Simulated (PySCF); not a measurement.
# UHF on Ho(2+) (holmium, charge +2)

Configuration: [Xe] 4f10 6p1, one real determinant (an excited configuration). Calculation: PySCF 2.14, in cc-pVDZ-X2C; scalar relativity by spin-free X2C-1e.

```
Total energy                                                  : -12610.516381 hartree
One-electron energy                                           : -17230.8948 hartree
Hartree (Coulomb) energy                                      : 4889.9471 hartree
Exchange energy                                               : -269.5687 hartree
⟨S²⟩                                                          : 8.7538
⟨L²⟩                                                          : 36.016
Sum of ⟨r⟩                                                    : 37.96 bohr
Sum of ⟨r²⟩                                                   : 51.94 bohr²
Traceless quadrupole moment −½Σ⟨3z² − r²⟩ along its main axis : -7.24 e·bohr²
Langevin diamagnetic susceptibility                           : -41.1 ×10⁻⁶ cm³/mol
```

| shell | electrons | mean orbital energy (eV) | spread (eV) | rms radius, mean of both spins (bohr) |
| --- | --- | --- | --- | --- |
| 1s α | 1 | -55917.4 | 0 | 0.0236 |
| 1s β | 1 | -55917.3 | 0 | 0.0236 |
| 2s α | 1 | -9500.5 | 0 | 0.0952 |
| 2s β | 1 | -9500.3 | 0 | 0.0952 |
| 2p α | 3 | -8430.6 | 0.086 | 0.0859 |
| 2p β | 3 | -8430.4 | 0.063 | 0.0859 |
| 3s α | 1 | -2197.8 | 0 | 0.245 |
| 3s β | 1 | -2194.6 | 0 | 0.245 |
| 3p α | 3 | -1863.2 | 0.433 | 0.245 |
| 3p β | 3 | -1859.6 | 0.208 | 0.245 |
| 3d α | 5 | -1429.1 | 0.517 | 0.225 |
| 3d β | 5 | -1425.3 | 0.602 | 0.225 |
| 4s α | 1 | -484.56 | 0 | 0.551 |
| 4s β | 1 | -476.83 | 0 | 0.551 |
| 4p α | 3 | -371.72 | 0.691 | 0.585 |
| 4p β | 3 | -363.22 | 0.162 | 0.585 |
| 4d α | 5 | -214.95 | 1.030 | 0.643 |
| 4d β | 5 | -204.03 | 2.084 | 0.643 |
| 5s α | 1 | -85.592 | 0 | 1.35 |
| 5s β | 1 | -82.914 | 0 | 1.35 |
| 5p α | 3 | -54.925 | 0.277 | 1.56 |
| 5p β | 3 | -52.880 | 0.397 | 1.56 |
| 4f α | 7 | -41.699 | 1.399 | 0.866 |
| 4f β | 3 | -37.282 | 0.274 | 0.866 |
| 6p α | 1 | -14.659 | 0 | 4.27 |

⟨L²⟩ = 36.02 against 56 for a pure K term, so this real determinant mixes terms. Spin-orbit coupling, absent here, splits the open shell strongly.

Densities and radii are taken from the X2C orbitals without a picture-change correction, which distorts them close to the nucleus.

Spin-orbit constants ζ (cm⁻¹) from the X2C one-electron operator on these orbitals: bare nucleus, nucleus screened by l(l+1)(2l+1)/3 electrons, and screened by the Breit-Pauli mean field of the electrons.

```tsv
shell	bare	screened nucleus	mean field
2p	4410000	4278000	n/a
3p	930300	902600	n/a
3d	145600	123900	n/a
4p	205000	198900	n/a
4d	27160	23100	n/a
4f	4174	2430	n/a
5p	27650	26830	n/a
6p	2603	2525	n/a
```

To first order the Landé constant is A = -344.4 cm⁻¹, so the lowest level has J = 19/2 and lies 0.747 eV below the centre of the term. This holds in LS coupling only.
